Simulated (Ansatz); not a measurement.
Cartesian coordinates in Å:
```
F 1.185 0.621 -1.982
Si 1.434 -0.186 -0.631
O 0.201 0.083 0.386
Si -1.376 0.210 0.743
F -2.157 -1.028 0.114
H 1.508 -1.620 -0.974
H 2.670 0.334 -0.014
H -1.529 0.145 2.210
H -1.935 1.441 0.148
```

The species carries charge 0 and has multiplicity 1.

(1) List the CAM-B3LYP/def2-TZVPP orbital energies in eV (Ansatz 0.2.0). (Best estimate.)

## Answers

(1) Computed: Occupied: -1802.63, -1802.63, -673.62, -673.62, -523.18, -147.01, -147.01, -102.40, -102.40, -102.35, -102.34, -102.29, -102.29, -34.80, -34.78, -30.10, -18.99, -16.94, -15.75, -14.94, -14.94, -14.50, -14.48, -13.65, -12.99, -12.86, -12.62, -10.88, -10.85. Lowest empty: 1.34, 1.43, 1.58, 2.36, 2.96, 3.22, 3.71, 4.27.
